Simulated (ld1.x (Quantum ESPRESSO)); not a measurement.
# neodymium (Nd): RRKJ pseudisation with Wu–Cohen, fully relativistic reference atom.

Nd (Z = 60), norm-conserving RRKJ (Kleinman–Bylander form), made with ld1.x (Quantum ESPRESSO) 7.5 (Wu–Cohen, fully relativistic). Core [Xe], reference 4f3 5d1 6s2 6p0. Waves: 6s (bound): rc 3.75 bohr; 6p (bound, empty): rc 3.15 bohr; 5d (bound): rc 3.35 bohr; 4f (bound): rc 1.15 bohr. Local part: all-electron potential smoothed inside 2.80 bohr (lloc = -1). Core correction: a·sin(br)/r model core inside 1.15 bohr. rho0 = 0.01.

Open shells are filled in proportion to 2j + 1 (rel_dist='average').

All-electron outer shells of the reference configuration (Wu–Cohen, scalar-relativistic, ld1.x):

```
shell  level (eV)  outermost node (bohr)  outermost maximum (bohr)
   5s      -43.71                   0.72                      1.31
   5p      -24.66                   0.77                      1.46
   4f       -6.93                      –                      0.65
   6s       -3.90                   1.74                      3.60
   5d       -2.94                   0.87                      2.08
   6p       -1.31                   2.07                      4.74
```

Question: Is a potential produced?

Answer: No. ld1.x (Quantum ESPRESSO) 7.5 stopped with "compute_chi: n is too large": the Bessel-function wave could not be built (negative determinant in compute_phi), and the routine for χ then failed on it.
